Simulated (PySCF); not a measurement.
**Telling isomers of C₈H₁₁ClSi apart by NMR**

PySCF 2.14.0 with density-fitted response routines calculation with geometry: GFN2-xTB and NMR shieldings at PBE0/pcSseg-1/GIAO; averaged over atoms made equivalent by symmetry, fast rotation or ring inversion, no solvent, non-relativistic, one conformer.

References, each an isolated molecule treated in the same way: TMS for 1H (σ = 31.72 ppm) and 13C (σ = 186.93 ppm). Where no couplings were computed, multiplicities follow the n + 1 count of equivalent neighbours, and m marks all less simple cases (inequivalent or close neighbours, rings, F or P nearby). Shifts are as computed. Against solution values, carbons near 30 ppm lie about +3 ppm off and those near 130 ppm about +5 ppm; carbons on Cl a further +6 ppm. Of 1211 compounds with measured shifts, 218 miss one by over three times the rms of a fit or turn the order of signals round; such compounds aren't used in these exercises. Carbons bonded to Cl come out too deshielded.

(1) Tabulate the signals of `C[Si](C)(Cl)c1ccccc1`, `[SiH3]CC1=CC2(CC2)C(Cl)=C1` and their relative energies.

(2) What is the quickest way to tell C[Si](C)(Cl)c1ccccc1 from [SiH3]CC1=CC2(CC2)C(Cl)=C1?

Results:

(1) 
```tsv
SMILES	carbon types	δC	δH	E rel. (kcal/mol)
C[Si](C)(Cl)c1ccccc1	1×C 5×CH 2×CH3	144.0, 138.8, 135.8, 133.1, 3.4	7.77 (m, 2H), 7.69 (m, 1H), 7.67 (m, 2H), 0.57 (s, 6H)	0.0
[SiH3]CC1=CC2(CC2)C(Cl)=C1	3×C 2×CH 3×CH2	152.1, 148.2, 136.0, 134.8, 41.5, 17.1, 15.9	6.42 (s, 1H), 5.86 (s, 1H), 3.91 (t, 3H), 2.14 (q, 2H), 1.42 (m, 2H), 1.42 (m, 2H)	92.5
```

Energies are electronic energies at PBE0/pcSseg-1 on these geometries, without zero-point or thermal terms, each for the one conformer computed, which needn't be the lowest.

(2) Count the carbon signals: 5 against 7. The first has a methyl carbon bonded to Si (CH3) at 3.4 ppm, the second a three-membered-ring carbon (C) at 41.5 ppm. Their most deshielded carbons lie at 144.0 and 152.1 ppm. In the proton spectra the most deshielded non-exchanging signals are 7.77 (m, 2H) and 6.42 (s, 1H).
